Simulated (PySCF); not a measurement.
Cl2GaH3N, charge +1, multiplicity 1. Atoms are numbered in the order given.

```xyz
7

Ga    -0.0004    -0.0348    -0.0094
Cl     1.4010     0.9913    -1.1775
Cl    -1.4043     0.3206     1.5022
N      0.0073    -2.0109    -0.4935
H     -0.5597    -2.1988    -1.3325
H     -0.3790    -2.5940     0.2613
H      0.9552    -2.3534    -0.7023
```
Charge +1, spin multiplicity 1.

Geometry: B3LYP-D3(BJ)/def2-SVP. The spin state was assumed, not searched. The isomer is the one that the SMILES or the coordinates give; other isomers of the formula were not compared.

Calculation: M06-2X/def2-TZVP run with PySCF.

The molecule is in vacuum.

**Question.** Estimate the frontier levels, gap, dipole moment and polarisability. (The exact figures need the calculation; the answer reports its results.)

**Answer.** 
| Quantity | Result |
|---|---|
| highest occupied level | -15.52 eV |
| lowest empty level | -6.01 eV |
| orbital gap | 9.51 eV |
| dipole moment about the centre of nuclear charge | 6.97 D |
| mean static polarisability | 52.8 bohr³ (7.83 Å³) |
| polarisability, principal values | 38.4, 51.2, 69.0 bohr³ |
